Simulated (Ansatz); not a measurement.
Reaction (cleavage of the Ge–Si bond): `C=C[SiH2][GeH3]` + `C=C(N)O` → `C=C(N)[O][GeH3]` + `C=C[SiH3]`

Gas-phase electronic energies from Ansatz, PBE0-D4/def2-TZVP geometries. CCSD(T)/CBS adds triple-zeta CCSD(T) − MP2 to the extrapolated MP2 energy (def2 sets, frozen cores). DFT in def2-TZVPP. B3LYP here is the variant with VWN-RPA as its local correlation; programs differ in this. For Ge outer-core shells are correlated without core-valence functions, which leaves a few kJ/mol of doubt a bond. Scalar relativity is left out up to krypton. One conformer a species, not always the lowest.

```
             level  ΔE (kcal/mol)  difference from CCSD(T)/CBS
            PBE-D4            2.8                          3.8
           PBE0-D4            2.5                          3.5
          B3LYP-D4           -1.1                         -0.1
           ωB97X-V           -1.4                         -0.4
           ωB97M-V           -1.2                         -0.2
            B2PLYP           -1.9                         -0.9
            r2SCAN            0.8                          1.8
             B3LYP           -0.5                          0.5
     HF/def2-TZVPP           -4.9                         -3.9
    MP2/def2-TZVPP           -2.8                         -1.8
SCS-MP2/def2-TZVPP           -4.4                         -3.4
   CCSD/def2-TZVPP           -2.3                         -1.3
     HF/def2-QZVPP           -5.1                         -4.1
      HF/CBS(def2)           -5.2                         -4.2
     MP2/CBS(def2)           -1.5                         -0.5
    CCSD/CBS(def2)           -1.0                          0.0
       CCSD(T)/CBS           -1.0                            0
```

Largest T1 diagnostic among the species: 0.012.

In def2-TZVPP, CCSD(T) changes the Hartree–Fock value by +2.6 kcal/mol (the triples alone add +0.0 kcal/mol) and MP2 by +2.1 kcal/mol.
